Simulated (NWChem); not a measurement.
# C₃H₂F₂; SMILES C(F)=C=CF

Computed with NWChem. Coordinates come from a PBE0/def2-SVP optimisation. Level: PBE0/def2-SVP with SMD (1 M gas to 1 M solution), gas-phase geometry.

| solvent | dielectric constant | solvation free energy (kcal/mol) | cavity-dispersion-structure term (kcal/mol) | dipole in solution (D) |
|---|---|---|---|---|
| water | 78.4 | 1.0 | 4.7 | 2.00 |
| methanol | 32.6 | -1.7 | 1.9 | 1.99 |
| diethyl ether | 4.24 | -2.2 | 0.6 | 1.90 |
| acetonitrile | 35.7 | -2.3 | 1.4 | 1.99 |
